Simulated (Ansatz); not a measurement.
Basis-set series for CH$_{3}$NSn. Total charge 0; spin multiplicity 1. Sn takes the def2 core potential. The bonds changed during the relaxation, so this is another structure than the one it started from. The geometry is a stationary point of PBE0-D4/def2-TZVP.

```tsv
atom	x (Å)	y (Å)	z (Å)
C1	-1.318	0.708	-0.454
N2	-0.547	0.336	-1.226
Sn3	0.815	-0.470	1.081
H4	-2.084	1.082	0.194
H5	0.974	-1.961	0.157
H6	2.159	0.306	0.249
```

```json
{"functional": "PBE0-D4", "basis": "def2-SVP", "functions": "69", "energy (Eh)": "-308.69759", "HOMO (eV)": "-6.18", "LUMO (eV)": "-1.86"}
{"functional": "PBE0-D4", "basis": "def2-QZVPP", "functions": "286", "energy (Eh)": "-308.82164", "HOMO (eV)": "-6.26", "LUMO (eV)": "-1.94"}
{"functional": "ωB97M-V", "basis": "def2-SVP", "functions": "69", "energy (Eh)": "-308.71684", "HOMO (eV)": "-8.15", "LUMO (eV)": "0.05"}
{"functional": "ωB97M-V", "basis": "def2-QZVPP", "functions": "286", "energy (Eh)": "-308.84716", "HOMO (eV)": "-8.27", "LUMO (eV)": "-0.18"}
```

Task: Give the rows for def2-TZVPP. (Estimate.)

Result: Ansatz gave: 
| functional | basis | functions | energy (Eh) | HOMO (eV) | LUMO (eV) |
| --- | --- | --- | --- | --- | --- |
| PBE0-D4 | def2-TZVPP | 154 | -308.81481 | -6.25 | -1.93 |
| ωB97M-V | def2-TZVPP | 154 | -308.84050 | -8.26 | -0.13 |
